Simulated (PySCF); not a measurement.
PySCF input for ZnH2, SMILES [ZnH2], TDDFT-ωB97X/def2-TZVPD. Geometry: r2SCAN-D4/def2-TZVPD. The isomer is the one that the SMILES or the coordinates give; other isomers of the formula were not compared.

```python
import numpy as np
from pyscf import gto, scf, dft, tdscf

mol = gto.M(
    atom='''
    Zn    0.00000000    0.00000000    0.00000000
    H     0.00000000    0.00000000   -1.53172155
    H     0.00000000    0.00000000    1.53172155
    ''',
    basis='def2-TZVPD',
    charge=0,
    spin=0,
    symmetry=True,
    symmetry_subgroup='D2h',
    max_memory=1600,
    verbose=4,
)
mf = dft.RKS(mol, xc='wb97x').density_fit(auxbasis='def2-universal-jkfit')
mf.grids.level = 3
mf.conv_tol = 1e-9
mf.max_cycle = 100
mf.kernel()
mf.grids = dft.Grids(mol).set(level=1).build(with_non0tab=True)  # coarser grid for the response kernel
td = tdscf.TDDFT(mf)
td.singlet = True
td.nstates = 10
td.conv_tol = 1e-4
td.kernel(x0=td.get_init_guess(mf, 15))
td.analyze()
tt = tdscf.TDA(mf)
tt.singlet = False
tt.nstates = 4
tt.conv_tol = 1e-4
tt.kernel(x0=tt.get_init_guess(mf, 9))
tt.analyze(verbose=3)
```

Program output:

```
PySCF version 2.14.0

[INPUT] verbose = 4
[INPUT] num. atoms = 3
[INPUT] num. electrons = 32
[INPUT] charge = 0
[INPUT] spin (= nelec alpha-beta = 2S) = 0
[INPUT] symmetry True subgroup D2h
[INPUT] Mole.unit = angstrom
[INPUT] Symbol           X                Y                Z      unit          X                Y                Z       unit  Magmom
[INPUT]  1 Zn     0.000000000000   0.000000000000   0.000000000000 AA    0.000000000000   0.000000000000   0.000000000000 Bohr   0.0
[INPUT]  2 H      0.000000000000   0.000000000000  -1.531721550000 AA    0.000000000000   0.000000000000  -2.894534228594 Bohr   0.0
[INPUT]  3 H      0.000000000000   0.000000000000   1.531721550000 AA    0.000000000000   0.000000000000   2.894534228594 Bohr   0.0

nuclear repulsion = 20.9014629719481
point group symmetry = Dooh, use subgroup D2h
symmetry origin: [0. 0. 0.]
symmetry axis x: [1. 0. 0.]
symmetry axis y: [0. 1. 0.]
symmetry axis z: [0. 0. 1.]
num. orbitals of irrep Ag = 19
num. orbitals of irrep B1g = 4
num. orbitals of irrep B2g = 6
num. orbitals of irrep B3g = 6
num. orbitals of irrep Au = 1
num. orbitals of irrep B1u = 13
num. orbitals of irrep B2u = 10
num. orbitals of irrep B3u = 10
number of shells = 27
number of NR pGTOs = 120
number of NR cGTOs = 69
basis = def2-TZVPD
ecp = {}


[settings echo left out]
init E= -1780.10908426151
HOMO (B1u) = -0.298392333373317  LUMO (B3u) = 0.023654346627759  gap/eV = 8.76334
cycle= 1 E= -1780.55889573249  delta_E= -0.45  |g|= 0.764  |ddm|= 1.05
HOMO (B1u) = -0.394253004718864  LUMO (B3u) = 0.0159367320977335  gap/eV = 11.16183
cycle= 2 E= -1780.50280222677  delta_E= 0.0561  |g|= 1.29  |ddm|= 0.587
HOMO (B1u) = -0.385113756077285  LUMO (B3u) = 0.0245743348428702  gap/eV = 11.14818
cycle= 3 E= -1780.60592538024  delta_E= -0.103  |g|= 0.035  |ddm|= 0.29
HOMO (B1u) = -0.38481466618506  LUMO (B2u) = 0.0284699218845228  gap/eV = 11.24605
cycle= 4 E= -1780.60630845695  delta_E= -0.000383  |g|= 0.0155  |ddm|= 0.0494
HOMO (B1u) = -0.384828435615391  LUMO (B3u) = 0.0287413580011933  gap/eV = 11.25381
cycle= 5 E= -1780.60635086702  delta_E= -4.24e-05  |g|= 0.00149  |ddm|= 0.0171
HOMO (B1u) = -0.384674847404773  LUMO (B3u) = 0.0287746285462687  gap/eV = 11.25053
cycle= 6 E= -1780.60635138309  delta_E= -5.16e-07  |g|= 0.000193  |ddm|= 0.00233
HOMO (B1u) = -0.384685176387369  LUMO (B3u) = 0.0287794897973868  gap/eV = 11.25095
cycle= 7 E= -1780.60635139661  delta_E= -1.35e-08  |g|= 1.6e-05  |ddm|= 0.000404
HOMO (B1u) = -0.3846842240865  LUMO (B3u) = 0.0287793162036101  gap/eV = 11.25092
cycle= 8 E= -1780.60635139685  delta_E= -2.41e-10  |g|= 2.89e-06  |ddm|= 5.37e-05
HOMO (B1u) = -0.384684502430581  LUMO (B3u) = 0.0287791520543115  gap/eV = 11.25092
Extra cycle  E= -1780.60635139685  delta_E= -7.28e-12  |g|= 2.66e-06  |ddm|= 7.2e-06
converged SCF energy = -1780.60635139685
tot grids = 12384


******** <class 'pyscf.tdscf.rks.TDDFT'> for <class 'pyscf.df.df_jk.DFSymAdaptedRKS'> ********
nstates = 10 singlet
deg_eia_thresh = 1.000e-03
wfnsym = None
conv_tol = 0.0001
eigh lindep = 1e-12
eigh level_shift = 0
eigh max_cycle = 100


Excitation energies (eV)
[ 6.09834012  6.09834016  8.45244027  8.45244029  8.85966687  8.86875721
  9.27469597  9.28531645  9.28531646 10.06971305]

** Singlet excitation energies and oscillator strengths **
Excited State   1:  B3g      6.09834 eV    203.31 nm  f=0.0000
      16 -> 17        0.63836
      16 -> 20       -0.29831
Excited State   2:  B2g      6.09834 eV    203.31 nm  f=0.0000
      16 -> 18        0.63836
      16 -> 21       -0.29831
Excited State   3:  B2u      8.45244 eV    146.68 nm  f=0.4277
      15 -> 17       -0.65154
      15 -> 20        0.25251
Excited State   4:  B3u      8.45244 eV    146.68 nm  f=0.4277
      15 -> 18       -0.65154
      15 -> 21        0.25251
Excited State   5:  B1u      8.85967 eV    139.94 nm  f=0.9716
      15 -> 19       -0.16507
      15 -> 26       -0.11298
      16 -> 22        0.33465
      16 -> 23       -0.58432
Excited State   6:   Ag      8.86876 eV    139.80 nm  f=0.0000
      15 -> 23        0.11178
      16 -> 19        0.67646
      16 -> 26        0.13560
Excited State   7:  B1u      9.27470 eV    133.68 nm  f=0.0623
      16 -> 22       -0.60591
      16 -> 23       -0.33576
Excited State   8:  B3g      9.28532 eV    133.53 nm  f=0.0000
      16 -> 17       -0.30045
      16 -> 20       -0.63144
Excited State   9:  B2g      9.28532 eV    133.53 nm  f=0.0000
      16 -> 18       -0.30045
      16 -> 21       -0.63144
Excited State  10:   Ag     10.06971 eV    123.13 nm  f=0.0000
      15 -> 22       -0.67154
      15 -> 23        0.13955
      16 -> 19       -0.13076

** Transition electric dipole moments (AU) **
state          X           Y           Z        Dip. S.      Osc.
  1        -0.0000     -0.0000     -0.0000      0.0000      0.0000
  2        -0.0000      0.0000     -0.0000      0.0000      0.0000
  3         0.0000     -1.4371     -0.0000      2.0653      0.4277
  4        -1.4371      0.0000     -0.0000      2.0653      0.4277
  5         0.0000      0.0000     -2.1157      4.4761      0.9716
  6        -0.0000      0.0000      0.0000      0.0000      0.0000
  7        -0.0000     -0.0000      0.5238      0.2744      0.0623
  8        -0.0000     -0.0000      0.0000      0.0000      0.0000
  9        -0.0000      0.0000      0.0000      0.0000      0.0000
 10        -0.0000      0.0000      0.0000      0.0000      0.0000

** Transition velocity dipole moments (imaginary part, AU) **
state          X           Y           Z        Dip. S.      Osc.
  1        -0.0000     -0.0000     -0.0000      0.0000      0.0000
  2         0.0000      0.0000      0.0000      0.0000      0.0000
  3        -0.0000     -0.4416     -0.0000      0.1950      0.4185
  4        -0.4416      0.0000      0.0000      0.1950      0.4185
  5         0.0000      0.0000     -0.6747      0.4552      0.9321
  6         0.0000      0.0000     -0.0000      0.0000      0.0000
  7        -0.0000     -0.0000      0.1841      0.0339      0.0663
  8        -0.0000      0.0000     -0.0000      0.0000      0.0000
  9         0.0000     -0.0000     -0.0000      0.0000      0.0000
 10         0.0000      0.0000     -0.0000      0.0000      0.0000

** Transition magnetic dipole moments (imaginary part, AU) **
state          X           Y           Z
  1         1.3718      0.0000     -0.0000
  2        -0.0000     -1.3718     -0.0000
  3        -0.0000     -0.0000      0.0000
  4        -0.0000      0.0000     -0.0000
  5        -0.0000      0.0000     -0.0000
  6        -0.0000      0.0000      0.0000
  7         0.0000      0.0000     -0.0000
  8         0.2962      0.0000      0.0000
  9        -0.0000     -0.2962     -0.0000
 10         0.0000      0.0000      0.0000


******** <class 'pyscf.tdscf.rks.TDA'> for <class 'pyscf.df.df_jk.DFSymAdaptedRKS'> ********
nstates = 4 triplet
deg_eia_thresh = 1.000e-03
wfnsym = None
conv_tol = 0.0001
eigh lindep = 1e-12
eigh level_shift = 0
eigh max_cycle = 100


Excitation energies (eV)
[5.80668127 5.80668127 6.95356393 7.53898305]

** Triplet excitation energies and oscillator strengths **
Excited State   1:  B3g      5.80668 eV    213.52 nm  f=0.0000
Excited State   2:  B2g      5.80668 eV    213.52 nm  f=0.0000
Excited State   3:  B1u      6.95356 eV    178.30 nm  f=0.0000
Excited State   4:  B2u      7.53898 eV    164.46 nm  f=0.0000
```

Self-consistency was reached.
